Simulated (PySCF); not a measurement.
A species of formula C6H15N has this rotational fingerprint, computed with PBE0/def2-SVPD in PySCF (dipole) on a GFN2-xTB geometry, gas phase:

* Rotational constants: A = 7991, B = 848.5, C = 815.3 MHz
* Dipole components: |μa| = 1.06 D, |μb| = 0.56 D, |μc| = 0.37 D
* Inertial defect: -39.04 u·Å²
* κ: -0.99

Question: Which structure is it? (One computed conformer of each.)
A. `[CH3:1][CH2:2][NH:3][CH2:4][CH:5]([CH3:6])[CH3:7]` with C1–C2–N3–C4 -69°, C2–N3–C4–C5 -173°, N3–C4–C5–C6 60°
B. `[CH3:1][CH2:2][CH2:3][CH2:4][N:5]([CH3:6])[CH3:7]` with C1–C2–C3–C4 -178°, C2–C3–C4–N5 -168°, C3–C4–N5–C6 165°
C. `[CH3:1][CH2:2][C@@H:3]([CH3:4])[C@H:5]([CH3:6])[NH2:7]` with C1–C2–C3–C4 62°, C2–C3–C5–C6 65°, C3–C5–N7–H -55° and 64°
D. `[CH3:1][CH2:2][CH2:3][CH2:4][CH2:5][CH2:6][NH2:7]` with C1–C2–C3–C4 -178°, C2–C3–C4–C5 -179°, C3–C4–C5–C6 -174°, C4–C5–C6–N7 63°, C5–C6–N7–H 61° and 180° (hexylamine)
E. `[CH3:1][CH2:2][CH2:3][C:4]([CH3:5])([CH3:6])[NH2:7]` with C1–C2–C3–C4 171°, C2–C3–C4–C5 61°, C3–C4–N7–H -62° and 179°

Answer: D. It is CCCCCCN, a near-prolate asymmetric top, point group C1. The candidates at the same level (rigid rotor, commonest isotopes):

```tsv
SMILES	A (MHz)	B (MHz)	C (MHz)	μa (D)	μb (D)	μc (D)	Δ (u·Å²)	point group	rotor
CC[C@@H](C)[C@H](C)N	3512	1711	1450	1.27	0.00	0.10	-90.79	C1	asymmetric top
CCCC(C)(C)N	4207	1446	1418	0.89	0.67	0.08	-113.32	C1	near-prolate asymmetric top
CCNCC(C)C	5444	1192	1045	0.52	0.73	0.41	-33.19	C1	near-prolate asymmetric top
CCCCCCN	7991	848.5	815.3	1.06	0.56	0.37	-39.04	C1	near-prolate asymmetric top
CCCCN(C)C	6642	1047	956.3	0.03	0.09	0.52	-30.24	C1	near-prolate asymmetric top
```

`CCCC(C)(C)N` has C 74 % too high; `CCCCN(C)C` has B 23 % too high; `CCNCC(C)C` has B 40 % too high; `CC[C@@H](C)[C@H](C)N` has B 102 % too high. No structure here is proved a minimum.
